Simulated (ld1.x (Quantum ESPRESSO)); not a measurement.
## tellurium: variants of one TM potential

Base potential:

ld1.x (Quantum ESPRESSO) 7.5 input, shortened:

```
&input
   title='Te', zed=52., rel=1, dft='BLYP', iswitch=3,
   config='[Kr] 4d10 5s2 5p1'
 /
 &inputp
   pseudotype=2, tm=.true., lloc=0,
   nlcc=.true., new_core_ps=.true., rcore=1.55
 /
2
5P  2  1   1.00   0.00  2.05  2.05  0.0
5S  1  0   2.00   0.00  1.65  1.65  0.0
 &test
   configts(1)='5s2 5p1'
 /
```

All-electron outer shells of the reference configuration (BLYP, scalar-relativistic, ld1.x):

| shell | level (eV) | outermost node (bohr) | outermost maximum (bohr) |
| --- | --- | --- | --- |
| 5s | -42.69 | 0.91 | 1.73 |
| 5p | -31.62 | 0.99 | 1.99 |

Cutoffs, loose and tight: the cutoffs (Ry, on a coarse ladder) from which the occupation-weighted sum of valence levels, in a spherical-Bessel basis at the reference potential, stays within 10 and 1 mRy of its value at 400 Ry. They do not see the model core or the augmentation charge, which bear on the density cutoff. Test errors are all-electron minus pseudo excitation energies from the reference, over the configurations 5s2 5p4; 5s2 5p3; 5s2 5p2; 5s2 5p0; 5s1 5p5; 5s0 5p6; 5s2 5p3.5. A dash means not determined; rows that change the core or the reference have their own tests.

A true bound ghost makes a file unfit for plane-wave use even where its test errors are small: the radial tests pick states by their node count and pass the ghost by.

| change | outcome | cutoff, loose | cutoff, tight | bound ghosts | largest test error (meV) |
| --- | --- | --- | --- | --- | --- |
| base | generated | 30 Ry | 60 Ry | none | -33 |
| all radii but the core radius scaled by about 1.07 (s 1.76, p 2.20 bohr) | generated | 30 Ry | 50 Ry | none | -35 |
| all radii but the core radius scaled by about 1.15 (s 1.90, p 2.36 bohr) | generated | 30 Ry | 50 Ry | none | -36 |
| all radii but the core radius scaled by about 1.26 (s 2.08, p 2.58 bohr) | generated | 30 Ry | 50 Ry | none | -43 |

(1) What comes out with this change to the base: all radii but the core radius scaled by about 0.79 (s 1.30, p 1.62 bohr)?

(2) What comes out with this change to the base: all radii but the core radius scaled by about 1.35 (s 2.22, p 2.76 bohr)?

(3) What comes out with this change to the base: all radii but the core radius scaled by about 0.87 (s 1.44, p 1.78 bohr)?

Results:

(1) outcome: generated; cutoff, loose: 120 Ry; cutoff, tight: 200 Ry; bound ghosts: p; largest test error (meV): -56.

(2) outcome: generated; cutoff, loose: 25 Ry; cutoff, tight: 35 Ry; bound ghosts: none; largest test error (meV): -51.

(3) outcome: generated; cutoff, loose: 60 Ry; cutoff, tight: 120 Ry; bound ghosts: none; largest test error (meV): -32.

Reading the sweep of the scale of all radii but the core radius (base = 1) (base included, trends over the rows without a ghost): The loose cutoff falls from 60 Ry at 0.87 to 25 Ry at 1.35. A larger radius leaves more room for a smooth pseudo-wave, so fewer plane waves are needed; a smaller one forces it to follow the all-electron wave where it bends sharply. The median size of the test errors (rows with all tests solved) rises from 19.2 meV at 0.87 to 34.1 meV at 1.35, with one reversal. More of the atom is replaced by a form fitted at one configuration, so other configurations suffer as the radius grows. Bound ghosts are found at 0.79.
